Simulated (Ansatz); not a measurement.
```yaml
atoms:
  - { symbol: O, position_ang: [0.0000, 0.0000, -1.6821] }
  - { symbol: C, position_ang: [0.0000, 0.0000, -0.5257] }
  - { symbol: S, position_ang: [0.0000, 0.0000, 1.0382] }
```

Basis set: 6-31G* (spherical functions). Frozen core: 7 orbitals. Charge 0, multiplicity 1.

Computed with Ansatz (development build ahead of 0.2.0); each method stands on the lowest determinant of its kind that the runs found. Restricted open shells among the atoms or ions are ROHF, correlated in semicanonical orbitals with singles.

The atomization energy at this shape (free ground-state atoms in the same class of orbitals less the molecule, no zero-point energy) of singlet COS:

| method | atomization energy |
| --- | --- |
| RHF-MP2 | 14.06 eV |

(1) What does RHF give?

Answers

(1) 9.02 eV.
